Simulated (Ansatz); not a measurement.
Two isomers of C3H6FNSi: A = `N=CC1(F)C[SiH2]1`, B = `FC1=NCC[SiH2]1`.

Calculated with Ansatz (gas phase, PBE0-D4/def2-TZVP geometries, no zero-point term in ΔE). CCSD(T)/CBS is the MP2 limit (def2-TZVPP, def2-QZVPP) plus CCSD(T) − MP2 in def2-TZVPP, frozen cores. Functionals use def2-TZVPP. One conformer a species, not always the lowest.

A:

Z-matrix (Å, degrees):
```
C
C 1 1.470
C 1 1.533 2 117.7
F 1 1.372 2 112.8 3 -136.6
Si 1 1.887 2 120.2 3 75.1
N 2 1.263 1 127.0 3 142.1
H 2 1.095 1 114.5 3 -38.3
H 3 1.085 1 116.5 2 -4.8
H 3 1.086 1 112.8 2 -138.3
H 5 1.476 1 118.7 2 -1.9
H 5 1.474 1 117.1 2 147.5
H 6 1.022 2 110.1 1 -0.5
```

B:

Z-matrix (Å, degrees):
```
C
C 1 1.551
N 1 1.453 2 114.3
H 1 1.093 2 111.0 3 -122.0
H 1 1.094 2 110.6 3 120.7
Si 2 1.874 1 104.2 3 -14.5
H 2 1.093 1 110.4 3 102.5
H 2 1.091 1 111.7 3 -138.4
C 3 1.252 1 114.8 2 10.1
H 6 1.486 2 116.0 1 -102.4
H 6 1.484 2 115.7 1 127.6
F 9 1.335 3 119.3 1 178.7
```

(1) Which isomer does CCSD(T)/CBS put lower? Give the gap. (Best estimate.)

(2) Give E(B) − E(A) in kcal/mol with CCSD(T)/def2-TZVPP, CCSD/def2-TZVPP, r2SCAN-D4, PBE0-D4, ωB97M-V, B2PLYP, PBE-D4. (An estimate is asked.)

Largest T1 diagnostic: 0.013.

Results:

(1) The calculation gave: B, by 34.5 kcal/mol.

(2) Computed: CCSD(T)/def2-TZVPP -34.6, CCSD/def2-TZVPP -34.9, r2SCAN-D4 -32.9, PBE0-D4 -34.6, ωB97M-V -34.4, B2PLYP -34.2, PBE-D4 -32.6. None reverses the order clearly.

From PBE to PBE0 (25 % exact exchange), in def2-TZVPP and without D4, E(B) − E(A) moves by −2.0 kcal/mol. In def2-TZVPP, CCSD(T) changes the Hartree–Fock value by +3.0 kcal/mol (the triples alone add +0.4 kcal/mol) and MP2 by +2.4 kcal/mol.
